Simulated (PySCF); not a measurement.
Compound: C5H5F2 (doublet state).
Structure used (GFN2-xTB), in Å, numbered top down from 1:
```
atom  x, y, z in Å
F1     1.0637   -2.3173    0.3895
C2     0.6074   -1.0730    0.2059
C3    -0.8143   -0.7980   -0.1444
C4    -0.8607    0.7397   -0.2486
C5     0.5316    1.1914    0.0485
C6     1.3278    0.0999    0.3026
F7     2.6304    0.1702    0.6028
H8    -1.4904   -1.1822    0.6243
H9    -1.0924   -1.2855   -1.0830
H10   -1.1744    1.0668   -1.2437
H11   -1.5717    1.1714    0.4613
H12    0.8441    2.2159    0.0588
```

The species is `F[C]1CCC=C1F` [radical].

Theory: PySCF, UKS B3LYP, pcH-1 on C F H, non-relativistic, mean-field spin-orbit, GIAO. Isolated species at its GFN2-xTB geometry, gas phase. The geometry wasn't refined by DFT: couplings that depend on bond lengths, twists or pyramidal angles can differ widely from those at the functional's own minimum. No stability test was run, so a lower SCF solution isn't excluded. ⟨S²⟩ is 0.774 where a pure state has 0.75.

Principal values of hyperfine tensors in MHz (contact and dipolar terms together), for some of the nuclei:

| atom | isotope | A1 | A2 | A3 | alike by the symmetry of this geometry |
| --- | --- | --- | --- | --- | --- |
| H9 | 1H | 67.96 | 69.51 | 77.05 | H8 |
| H11 | 1H | 63.10 | 64.99 | 72.69 | H10 |
| C2 | 13C | 8.82 | 9.47 | 171.85 | none |
| C6 | 13C | -83.79 | -41.45 | -40.32 | none |
| C5 | 13C | 1.63 | 3.24 | 157.07 | none |
| H12 | 1H | -69.08 | -43.36 | -17.86 | none |
| F7 | 19F | -105.85 | -4.13 | 17.23 | none |
| C3 | 13C | -21.19 | -20.60 | -20.00 | none |

Question: Give the isotropic coupling of each nucleus in MHz and in mT (g = 2.0032), and the anisotropic part.

Answer: a_iso is a third of the trace, T = A − a_iso, and a(mT) = a(MHz)/(g × 13.996).

```
atom  a_iso (MHz)  a_iso (mT)      T1      T2      T3
  H9        71.51       2.550   -3.55   -1.99    5.54
 H11        66.92       2.387   -3.83   -1.94    5.76
  C2        63.38       2.261  -54.56  -53.91  108.47
  C6       -55.19      -1.968  -28.60   13.74   14.87
  C5        53.98       1.925  -52.35  -50.74  103.09
 H12       -43.43      -1.549  -25.65    0.07   25.58
  F7       -30.91      -1.103  -74.94   26.79   48.15
  C3       -20.60      -0.735   -0.59    0.00    0.59
```

Question: What spin density at the nucleus of F7 lies behind its contact coupling (g_N = 5.25774)?

Answer: a_FC = (2μ0/3) gₑ μB g_N μN ρ(0)/(2S·h) = 800.24 MHz × g_N × ρ(0)/(2S), with ρ in bohr⁻³. With a_FC = -30.91 MHz and 2S = 1, ρ(0) = -0.007348 bohr⁻³.

Question: F1 (19F, g_N = 5.25774) isn't in the table. Its spin density at the nucleus is 0.02265 bohr⁻³. What is its contact coupling?

Answer: By the same relation, a_FC = 95.3 MHz. Its full tensor has the principal values -72.77, -41.65, 400.32 MHz.

Question: Name the largest traceless tensor T of the table and describe it.

Answer: C2: -54.6, -53.9, 108.5 MHz, axial, in the ratio −1:−1:+2, the form that spin in one p orbital centred on that nucleus gives.

Question: What first-order splitting does C2 cause when the field lies along A1, A2 or A3 of its tensor (g taken as isotropic, no quadrupole term)?

Answer: 2 lines (I = 1/2), spaced by |A_i|/(g × 13.996): 0.31, 0.34, 6.13 mT along the axes of A1, A2 and A3.
